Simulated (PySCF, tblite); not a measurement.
Compound: C7H4O3.
Structure used (GFN2-xTB), in Å, numbered top down from 1:
```
atom  x, y, z in Å
O1     3.735   -0.163   -0.544
C2     2.883   -0.028    0.301
C3     1.458   -0.027    0.054
C4     0.762   -0.173   -1.137
C5    -0.585   -0.091   -0.769
O6    -1.834   -0.128   -1.266
C7    -2.652    0.036   -0.201
C8    -1.982    0.181    0.982
C9    -0.621    0.099    0.618
O10    0.614    0.138    1.124
H11    3.133    0.112    1.369
H12    1.202   -0.315   -2.102
H13   -3.705    0.034   -0.405
H14   -2.407    0.324    1.953
```

Theory: PBE0/def2-SVPD in PySCF (dipole) on a GFN2-xTB geometry, gas phase.

Take the most abundant isotopes and a rigid rotor. The values belong to one conformer with, in the numbering `[O:1]=[CH:2][c:3]1[cH:4][c:5]2[o:6][cH:7][cH:8][c:9]2[o:10]1`, O1–C2–C3–C4 0°.

**Question.** What are A, B and C (MHz)?

**Answer.** Ia = 102.08, Ib = 580.27, Ic = 682.35 u·Å²; 505379 MHz·u·Å²/I gives A = 4951, B = 870.9, C = 740.6 MHz.

**Question.** Classify the top.

**Answer.** A near-prolate asymmetric top. Ray's parameter κ = (2B − A − C)/(A − C) = -0.938; −1 is the prolate and +1 the oblate limit.

**Question.** Is it planar, by Δ = Ic − Ia − Ib?

**Answer.** Planar: Δ = Ic − Ia − Ib = 0.00 u·Å². For a rigid frame Δ = −2 Σ m c², so it vanishes when all atoms lie in the ab plane; here none is more than 0.01 Å from it.

**Question.** Predict some low-J microwave lines.

**Answer.** The dipole components are |μa| = 4.30 D, |μb| = 1.29 D, |μc| = 0.00 D; the mirror of this Cs structure is the ab plane, so μc vanishes by symmetry and there are no c-type lines. The squared components, which scale the intensities, stand as 1.00 : 0.09 (a : b). Some lines, for components of 0.1 D or more:

| type | branch | J(Ka,Kc) | MHz | lower level (cm⁻¹) |
| --- | --- | --- | --- | --- |
| a | Q | 2(1,1) ← 2(1,2) | 391 | 0.293 |
| b | R | 3(0,3) ← 2(1,2) | 870 | 0.293 |
| a | Q | 4(1,3) ← 4(1,4) | 1303 | 0.654 |
| b | R | 4(0,4) ← 3(1,3) | 2648 | 0.448 |
| a | R | 2(0,2) ← 1(0,1) | 3220 | 0.054 |
| a | R | 2(1,1) ← 1(1,0) | 3353 | 0.194 |
| b | Q | 1(1,0) ← 1(0,1) | 4210 | 0.054 |
| a | R | 3(1,3) ← 2(1,2) | 4637 | 0.293 |
| b | Q | 4(1,3) ← 4(0,4) | 4834 | 0.536 |
| b | R | 1(1,1) ← 0(0,0) | 5691 | 0.000 |
| a | R | 4(1,4) ← 3(1,3) | 6180 | 0.448 |
| a | R | 4(2,3) ← 3(2,2) | 6444 | 0.876 |
| a | R | 4(3,1) ← 3(3,0) | 6453 | 1.567 |
| a | R | 4(2,2) ← 3(2,1) | 6475 | 0.876 |
| b | R | 2(1,2) ← 1(0,1) | 7173 | 0.054 |
| b | Q | 4(2,2) ← 4(1,3) | 11836 | 0.697 |
| b | Q | 3(2,1) ← 3(1,2) | 12062 | 0.474 |
| b | Q | 2(2,0) ← 2(1,1) | 12243 | 0.306 |
| b | Q | 2(2,1) ← 2(1,2) | 12631 | 0.293 |
| b | Q | 3(2,2) ← 3(1,3) | 12828 | 0.448 |
| b | Q | 4(3,1) ← 4(2,2) | 20690 | 1.092 |
| b | Q | 3(3,0) ← 3(2,1) | 20712 | 0.876 |
| b | Q | 4(3,2) ← 4(2,3) | 20736 | 1.091 |
| b | R | 3(3,1) ← 2(2,0) | 25559 | 0.714 |
| b | R | 3(3,0) ← 2(2,1) | 25562 | 0.714 |
| b | R | 4(3,1) ← 3(2,2) | 27180 | 0.876 |
| b | R | 4(4,1) ← 3(3,0) | 35462 | 1.567 |

**Question.** Estimate the classical rotational partition function at 10 K, 50 K and 200 K.

**Answer.** Point group Cs, symmetry number σ = 1; q = (√π/σ)·√((kT/h)³/(ABC)), k/h = 20836.6 MHz/K: 2980 at 10 K, 33400 at 50 K, 267000 at 200 K.

Its GFN2-xTB frequencies are all real (lowest 101 cm⁻¹). No vibrational averaging or centrifugal distortion is included, and the geometry carries the error of its method.
